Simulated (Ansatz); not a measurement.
`C[SiH](F)CO` + PH₃ → `C[SiH](F)P` + CH₃OH  (ligand exchange at the Si–C bond)

Isolated molecules relaxed with PBE0-D4/def2-TZVP in Ansatz; ΔE leaves out vibrations. CCSD(T)/CBS adds triple-zeta CCSD(T) − MP2 to the extrapolated MP2 energy (def2 sets, frozen cores). This one scheme is used for every species. Functionals use def2-TZVPP. Each species was taken in one conformer, which may not be the lowest.

```
             level  ΔE (kJ/mol)
           ωB97X-V        -28.7
           ωB97M-V        -26.4
            B2PLYP        -29.4
               PBE        -34.4
SCS-MP2/def2-TZVPP        -28.9
   CCSD/def2-TZVPP        -28.0
CCSD(T)/def2-TZVPP        -28.7
     HF/def2-QZVPP        -29.2
```

Problem. What does CCSD(T)/CBS give? (Estimate.)

Solution. The calculation gave: -32.0 kJ/mol. The listed levels differ from it by 3.3, 5.6, 2.6, -2.4, 3.1, 4.0, 3.3, 2.8 kJ/mol.

Largest T1 diagnostic among the species: 0.013.
